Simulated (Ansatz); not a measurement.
An input meant for cyclo-(Cl2SnO)3 (Sn₃Cl₆O₃) (charge 0, singlet; atoms displaced at random, 0.15 Å in each coordinate).

```yaml
crystal:
  periodic: [false, false, false]
  atoms:
    - {symbol: Sn, position_ang: [-0.254874, -0.527250, -1.261692]}
    - {symbol: Cl, position_ang: [-1.349254, -1.603020, -1.337693]}
    - {symbol: Cl, position_ang: [-0.101910, 0.231789, -2.794226]}
    - {symbol: O, position_ang: [-1.045841, 0.472376, -0.693976]}
    - {symbol: Sn, position_ang: [-0.914601, 1.023430, 0.490509]}
    - {symbol: Cl, position_ang: [-0.404646, 2.325006, 0.586106]}
    - {symbol: Cl, position_ang: [-1.857703, 0.575058, 1.749012]}
    - {symbol: O, position_ang: [0.192587, 0.508277, 1.076628]}
    - {symbol: Sn, position_ang: [1.200055, -0.378864, 0.583481]}
    - {symbol: Cl, position_ang: [1.203365, -1.760880, 1.601434]}
    - {symbol: Cl, position_ang: [2.360933, 0.099243, 0.380533]}
    - {symbol: O, position_ang: [0.636337, -0.909131, -0.712354]}
basis:
  gaussian: {orbitals: STO-3G}
hamiltonian: {xc: {name: BLYP}}
scf: {omitted_lower_state_checks: [starts]}
```

```sh
$ ansatz run in.yaml --threads 4 --pin off --events-out ev --progress --plain --max-ram 6963MiB
```

Output, abridged:

```
Functional definition: BLYP
1995 factors; integrals over basis functions are off by at most 2.7e-5 eV
mean field evaluation 1: about -567065.2658 eV, gradient 9.4e1 eV
mean field evaluation 2: about -567080.5509 eV, gradient 4.9e1 eV
mean field evaluation 4: about -567087.9210 eV, gradient 5.1e0 eV
mean field evaluation 8: about -567087.9742 eV, gradient 3.1e-1 eV
mean field evaluation 16: about -567087.9747 eV, gradient 1.5e-5 eV
mean field -567087.97472336 eV, -20840.0986850483 hartree, gradient 8.7e-5 eV, S^2 0.000000; 0 other end points of the search recorded, 0 dependent functions left out
reference -567087.97502510 eV, -20840.0986961372 hartree; 138, 138 occupied and 12, 12 virtual orbitals, 1995 factors
Total energy: -567087.97502510 eV, -20840.0986961372 hartree
Checks for a lower state left out: starts
```

In this input the geometry is squeezed to about two thirds of its size. The calculation finished and met its thresholds. The result belongs to that input, not to the species as meant.
